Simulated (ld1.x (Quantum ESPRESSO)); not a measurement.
Ir, TM: configuration errors across variants

iridium, norm-conserving Troullier–Martins (Kleinman–Bylander form), made with ld1.x (Quantum ESPRESSO) 7.5 (PBE, scalar-relativistic). Core [Kr] 4d10 4f14 5s2, reference 5p6 5d7 6s2 6p0. Waves: 6s (bound): rc 2.15 bohr; 5p (bound): rc 1.30 bohr; 5d (bound): rc 1.40 bohr. Local part: all-electron potential smoothed inside 1.80 bohr (lloc = -1). Core correction: Bessel-smoothed model core inside 0.75 bohr.

All-electron excitation energies from the reference (eV): (1) 5p6 5d7 6s1 6p0 9.879; (2) 5p6 5d7 6s0 6p0 27.348; (3) 5p6 5d6 6s0 6p0 57.889; (4) 5p6 5d7.5 6s1.5 6p0 -0.286; (5) 5p6 5d7 6s0 6p1 16.350; (6) 5p5 5d7 6s2 6p0 60.947; (7) 5p6 5d8 6s0 6p0 8.633.

A true bound ghost makes a file unfit for plane-wave use even where its test errors are small: the radial tests pick states by their node count and pass the ghost by.

Errors AE − PS in meV (a dash: test not solved or not reliable):

```csv
change,(1),(2),(3),(4),(5),(6),(7),bound ghosts
base,-10,-44,-10,-7.7,+1188,-128,-68,"s, p"
core correction Bessel-smoothed model core inside 0.50 bohr,-10,-44,-10,-7.7,+1188,-128,-68,"s, p"
core correction Bessel-smoothed model core inside 0.64 bohr,-10,-44,-10,-7.7,+1188,-128,-68,"s, p"
core correction Bessel-smoothed model core inside 0.90 bohr,-10,-44,-10,-7.7,+1188,-128,-68,"s, p"
core correction Bessel-smoothed model core inside 1.08 bohr,-10,-44,-10,-7.7,+1189,-128,-68,"s, p"
core correction Bessel-smoothed model core inside 1.52 bohr,-10,-45,-9.8,-7.8,+1192,-124,-69,"s, p"
```

**Question.** Give the same row for: core correction Bessel-smoothed model core inside 1.32 bohr.

**Answer.** -10, -45, -9.9, -7.8, +1190, -127, -69; bound ghosts: s, p.
